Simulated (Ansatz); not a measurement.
Reaction (ligand exchange at the Si–N bond): `O[SiH2][NH][GeH3]` + `OBF` → `O[SiH2]OBF` + `[NH2][GeH3]`

Program: Ansatz. Geometries: PBE0-D4/def2-TZVP. ΔE: electronic, gas phase. CCSD(T)/CBS is the MP2 limit (def2-TZVPP, def2-QZVPP) plus CCSD(T) − MP2 in def2-TZVPP, frozen cores. This one scheme is used for every species. Functionals use def2-TZVPP. For Ge outer-core shells are correlated without core-valence functions, which leaves a few kJ/mol of doubt a bond. Scalar relativity is left out up to krypton. One conformer a species, not always the lowest.

```
            species  ωB97X-V energy (Eh)
`O[SiH2][NH][GeH3]`          -2500.55229
              `OBF`           -201.25033
       `O[SiH2]OBF`           -567.23633
      `[NH2][GeH3]`          -2134.57716
```

Problem. Work out ΔE.

Solution. ΔE = (-567.23633) + (-2134.57716) − (-2500.55229) − (-201.25033) = -0.01087 Eh = -28.5 kJ/mol. CCSD(T)/CBS gives -27.1 kJ/mol.

Largest T1 diagnostic among the species: 0.013.

The D4 term adds +4.5 kJ/mol with B3LYP and +2.5 kJ/mol with PBE0; it sums over pairs of atoms, weighted by their polarisabilities, and B3LYP, whose exchange is more repulsive, gets the larger term. In def2-TZVPP, CCSD(T) changes the Hartree–Fock value by +14.0 kJ/mol (the triples alone add +2.0 kJ/mol) and MP2 by +15.1 kJ/mol.

B3LYP here is the variant with VWN-RPA as its local correlation; programs differ in this.
